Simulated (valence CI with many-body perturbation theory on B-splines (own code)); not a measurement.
**Questions on Sr²⁴⁺**

Method: relativistic CI+MBPT: four valence electrons over a frozen Dirac-Fock core [Ne], a basis of 11 s, 11 p, 10 d, 8 f, 5 g, 2 h functions for each j, with the one-electron correlation potential Σ1, the two-electron term Σ2, the three-electron term Σ3, Breit, model QED; selected CI, second order for the rest, scaled by the run's own slope (own B-spline code, finite nucleus).

No measured spectrum was set against this ion. As an estimate, levels of excited configurations hold to 0.05 to 0.15 % of their energy, terms of the ground configuration to about 0.5 %. Among the levels kept, up to 640 cm⁻¹ of a level comes from second order outside the variational space, and about a tenth of that is noise between levels of different J, which matters for small intervals.

Names give the largest LS component (configuration and term), which can be under half, so a name can repeat, a term be missing and a line seem to break the LS rules; names also repeat where a configuration has a term twice.

Rates and lifetimes use the calculated energies. Strong lines usually hold to 10 to 20 %, long lifetimes can be off by a factor of two.

Question: What is the ground level?

Answer: 3s2 3p2 3P_0, composition 82 % 3s2 3p2 3P + 16 % 3s2 3p2 1S.

Question: Where does the other parity begin?

Answer: At 3s 3p3 5S°_2, 66.62 eV.

Question: What is the ionisation energy?

Answer: 1164 eV; NIST lists 1165 ± 3 eV (semi-empirical).

Question: Among levels below 302.08 eV, which E1 lines absorb most strongly from the ground level?

Answer: to 3s2 3p 3d 3D°_1 at 10.29 nm, f = 0.597; to 3s 3p3 3S°_1 at 11.31 nm, f = 0.138; to 3s 3p3 3D°_1 at 15.42 nm, f = 0.108.

Question: How well does LS coupling describe the low levels?

Answer: Among the lowest 20 levels the leading LS term, summed over configurations, holds 71 % on average. For single configurations the figures are 65 % in LS and 73 % in jj coupling. Terms mix most in the J = 2 level at 104.89 eV, where the leading one holds 39 %.
